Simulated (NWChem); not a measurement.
C₃H₈N₂Si; SMILES C[Si@@]1(N)CN=C1

```xyz
14

C     -1.3754    -1.5192     0.1330
Si     0.0940    -0.3691    -0.0429
N      1.4795    -1.3573    -0.3000
C      0.0530     1.1375     1.1093
N     -0.2307     1.9894     0.1873
C     -0.1642     1.2171    -1.0772
H     -2.3060    -0.9424     0.2413
H     -1.4723    -2.1680    -0.7520
H     -1.2727    -2.1645     1.0201
H      2.4158    -0.9812    -0.3823
H      1.4851    -2.3451    -0.0785
H      0.1060     1.4572     2.1617
H     -1.0732     1.3499    -1.6881
H      0.6857     1.5630    -1.6890
```
Atoms are numbered in this order, from 1.

All runs: NWChem. Geometry: optimised at PBE0/def2-SVP. Level: PBE0/def2-SVP with SMD (1 M gas to 1 M solution), gas-phase geometry. Reactions with the solvent are ignored.

For solvent toluene:

```
Item                                         Result
-------------------------------------------  ------
cavity-dispersion-structure term (kcal/mol)     1.1
dipole in solution (D)                         3.76
```

How do the values read with solvent water instead?

The cavity-dispersion-structure term (kcal/mol) is 4.3 and the dipole in solution (D) comes out as 4.22.
